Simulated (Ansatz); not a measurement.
Reactions of CH4BBrSi (`Br[SiH]1BC1`).

Computed with Ansatz on PBE0-D4/def2-TZVP structures; ΔE is electronic, products minus reactants. CCSD(T)/CBS adds triple-zeta CCSD(T) − MP2 to the extrapolated MP2 energy (def2 sets, frozen cores). This one scheme is used for every species, atoms too. Functionals use def2-TZVPP. Open shells (•) are unrestricted, without spin–orbit coupling. Spin–orbit coupling would lower the free atoms: a little for B, C, Si; clearly for Br. def2 core potentials past Kr. Bonds to Br, I, Se are less sure, by a few kJ/mol each and by 10 to 20 or more in all where they break to atoms, as the def2 sets lack core-valence functions. Scalar relativity is left out up to krypton. Each species was taken in one conformer, which may not be the lowest.

```tsv
reaction	r2SCAN-D4 (kJ/mol)	B97M-V (kJ/mol)	CCSD(T)/CBS(def2) (kJ/mol)
`Br[SiH]1BC1` → B• + Br• + C• + 4 H• + Si•	2726	2721	2686
`Br[SiH]1BC1` + H₂Se → `[SeH][SiH]1BC1` + HBr	27	30	27
`Br[SiH]1BC1` + H₂ → `B1C[SiH2]1` + HBr	86	76	82
`Br[SiH]1BC1` + HI → `I[SiH]1BC1` + HBr	5	9	3
`Br[SiH]1BC1` + HCl → `Cl[SiH]1BC1` + HBr	-1	-5	1
`Br[SiH]1BC1` + H₂O → `O[SiH]1BC1` + HBr	20	13	22
`Br[SiH]1BC1` + H–F → `F[SiH]1BC1` + HBr	-19	-29	-14
```

Largest T1 diagnostic: 0.014, for `B1C[SiH2]1`.
